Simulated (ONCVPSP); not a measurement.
**vanadium (V): excitation energies, all-electron against ONCV**

```
Element                 : V (Z = 23)
Generator               : ONCVPSP 4.0.1
Type                    : optimised norm-conserving Vanderbilt (ONCV)
Functional              : PBEsol
Relativity              : scalar-relativistic
Frozen core             : [Ne]
Valence charge          : 13
Reference configuration : 3s2 3p6 3d3 4s2
Partial waves           : 3s+4s: rc 1.65 bohr, ncon 3, nbas 7, qcut 8.7 1/bohr, 2 projectors; 3p: rc 1.10 bohr, ncon 5, nbas 9, qcut 6.2 1/bohr, 2 projectors, debl 1.6 Ha; 3d: rc 2.25 bohr, ncon 4, nbas 9, qcut 6.9 1/bohr, 1 projector
Local potential         : polynomial inside 0.90 bohr (lpopt 4, dvloc0 1 Ha)
Core correction         : Teter function fitted to the true core (icmod 2), fcfact 0.25
```

In the p channel the program set the typed energies aside and used -1.615, 0.250 Ha.

Energies are relative to the spin-unpolarised reference configuration 3s2 3p6 3d3 4s2; without spin polarisation the order of configurations can differ from experiment.

(1) Give the all-electron excitation energy and the error of the potential for: 3s2 3p6 3d3 4s1; 3s2 3p6 3d3 4s0; 3s2 3p6 3d2 4s0; 3s2 3p5 3d3 4s2.

Levels in the configuration 3s2 3p5 3d3 4s2:

| level | all-electron (eV) | pseudo (eV) |
| --- | --- | --- |
| 3s | -84.711 | -85.541 |
| 3p | -58.347 | -58.965 |
| 3d | -18.358 | -18.185 |
| 4s | -12.692 | -12.743 |

## Answers

(1)

| valence configuration | charge | ΔE all-electron (eV) | error AE − PS (meV) |
| --- | --- | --- | --- |
| 3s2 3p6 3d3 4s1 | +1 | 7.750 | +1.1 |
| 3s2 3p6 3d3 4s0 | +2 | 21.954 | +1.1 |
| 3s2 3p6 3d2 4s0 | +3 | 50.804 | +111 |
| 3s2 3p5 3d3 4s2 | +1 | 50.854 | -321 |
